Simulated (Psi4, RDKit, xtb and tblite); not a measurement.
Conformational energy of SMILES CC(=O)CS, singlet. Scanned: dihedral O3–C2–C4–S5 and dihedral C2–C4–S5–H11; all other coordinates were relaxed at GFN2-xTB. Points at φ and −φ are mirror images. Heavy atoms are numbered in the order of the SMILES CC(=O)CS, hydrogens after them in the order of the atoms that carry them; the mirror image has the same energies with the sign of each dihedral reversed.

Methods: GFN2-xTB (xtb and tblite); MMFF94 // GFN2-xTB (RDKit); PBE/def2-SVP // GFN2-xTB (Psi4); PBE-D3(BJ)/def2-SVP // GFN2-xTB (Psi4); UFF // GFN2-xTB (RDKit).

Energies in kcal/mol at chosen points (x: dihedral O3–C2–C4–S5 (°); y: dihedral C2–C4–S5–H11 (°)), relative to x = -60, y = 60:

| method | (60, 120) | (0, 60) | (-90, -90) | (90, -120) | (120, 90) | (0, -120) | (-30, -60) |
|---|---|---|---|---|---|---|---|
| GFN2-xTB | 3.6 | 1.0 | 1.5 | 1.5 | 1.0 | 3.6 | 1.7 |
| MMFF94 | 4.7 | 1.2 | 3.0 | 2.8 | 2.7 | 4.4 | 2.5 |
| PBE/def2-SVP | 3.3 | 0.7 | 1.2 | 2.7 | 0.6 | 2.9 | 1.8 |
| PBE-D3(BJ)/def2-SVP | 3.4 | 0.8 | 1.1 | 2.7 | 0.4 | 3.0 | 1.9 |
| UFF | 1.4 | 2.3 | 1.3 | 3.0 | 1.4 | 3.5 | 2.4 |
